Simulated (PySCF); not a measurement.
Values are calculated unless marked as measured or tabulated.
# C2H11N2Si2

C2H11N2Si2 is a small molecule (built as: Si site whose three back bonds go to NHSiH3, CH3, CH3; end group NH), neutral, doublet. The structure, one conformer, was relaxed in the gas phase by PBE0-D3(BJ)/def2-SVP. No frequency run checks that it is a minimum.

SMILES: C[Si](C)([NH])N[SiH3]

Coordinates in Å:
```
Si1    -0.385    0.242   -0.343
N2      0.710   -0.837    0.499
Si3     1.657   -0.479    1.909
C4      0.227    0.604   -2.076
C5     -2.114   -0.478   -0.400
N6     -0.501    1.793    0.486
H7      0.820   -1.779    0.133
H8      2.580    0.683    1.698
H9      0.814   -0.132    3.100
H10     2.472   -1.687    2.237
H11    -0.427    1.333   -2.578
H12     0.241   -0.319   -2.678
H13     1.249    1.011   -2.055
H14    -2.477   -0.714    0.612
H15    -2.814    0.232   -0.865
H16    -2.123   -1.408   -0.991
H17     0.061    1.937    1.333
```

EPR values by unrestricted B3LYP, IGLO-III on C N Si, pcH-1 on H.

Question: Predict g and the largest hyperfine couplings. Where does the spin sit?

Answer: g = 2.0022, 2.0039, 2.0097. The spin sits on N6 (99 %, bonded to 1 Si + 1 H) by Mulliken populations.
```json
{"atom": "N6", "isotope": "14N", "isotropic (MHz)": "27.1", "dipolar, principal values (MHz)": "-40.9, -40.2, 81.1"}
{"atom": "H17", "isotope": "1H", "isotropic (MHz)": "-56.9", "dipolar, principal values (MHz)": "-50.8, -7.7, 58.5"}
{"atom": "Si1", "isotope": "29Si", "isotropic (MHz)": "43.0", "dipolar, principal values (MHz)": "-1.7, -0.1, 1.8"}
{"atom": "C4", "isotope": "13C", "isotropic (MHz)": "27.2", "dipolar, principal values (MHz)": "-3.7, -3.5, 7.2"}
{"atom": "C5", "isotope": "13C", "isotropic (MHz)": "26.1", "dipolar, principal values (MHz)": "-3.6, -3.4, 7.0"}
{"atom": "H12", "isotope": "1H", "isotropic (MHz)": "13.9", "dipolar, principal values (MHz)": "-2.5, -1.1, 3.7"}
```

Question: How do the isotropic couplings move with BHandHLYP?

Answer: N6 27.1 to 36.2 MHz, H17 -56.9 to -66.3 MHz, Si1 43.0 to 48.1 MHz, C4 27.2 to 23.4 MHz.

The 2 runs behind this took 3.7 min in all, one thread each of Arm Neoverse V1 on a shared host, launched as `OMP_NUM_THREADS=1 python cluster_run.py task.json out`.
